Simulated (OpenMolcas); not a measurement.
4f⁵ along the 59-electron sequence

```
Program             : OpenMolcas 26.06
Method              : SS-CASPT2, IPEA 0.25 Eh, imaginary shift 0.1 Eh
Basis               : ANO-R3
Scalar Hamiltonian  : X2C, finite nucleus
Spin-orbit coupling : RASSI with atomic mean-field integrals over the reference wave functions, term energies averaged over their components
```

Active space for each ion: 5 electrons in 7 orbitals (4f); closed shells correlated by CASPT2: 5s 5p.

Computed levels in cm-1 above ⁶H°_5/2:

```
                                Level  Pm2+  Sm3+  Eu4+
                              ⁶H°_7/2   893  1134  1413
                              ⁶H°_9/2  1938  2460  3050
                             ⁶H°_11/2  3080  3910  4830
                             ⁶H°_13/2  4290  5440  6680
                             ⁶H°_15/2  5540  7010  8580
                              ⁶F°_1/2  5640  6780  7840
                              ⁶F°_3/2  5820  7030  8130
                              ⁶F°_5/2  6230  7560  8770
                              ⁶F°_7/2  6970  8500  9930
weight of ⁶H° in the lowest level (%)    96    96    95
```

The fine-structure level ⁶H°_15/2 changes by a factor of 1.55 from Pm2+ to Eu4+. Its fourth root runs 8.63, 9.15, 9.62, with steps per unit of Z of 0.52, 0.47; equal steps would mean a (Z - σ)^4 law with constant σ.

⁶F°_1/2 changes by a factor of 1.39 over the same range, with steps per unit of Z of +1140, +1060 cm-1.

CASPT2 does not keep the components of a term degenerate, so their means are used; among the terms shown or strongly mixed into the levels shown the widest spread is 340 cm-1 (4f⁵ ⁶H°, Pm2+). High states are left out of the spin-orbit mixing, which shifts the levels that they would mix with. Only configurations of the active space appear.

° marks odd parity.
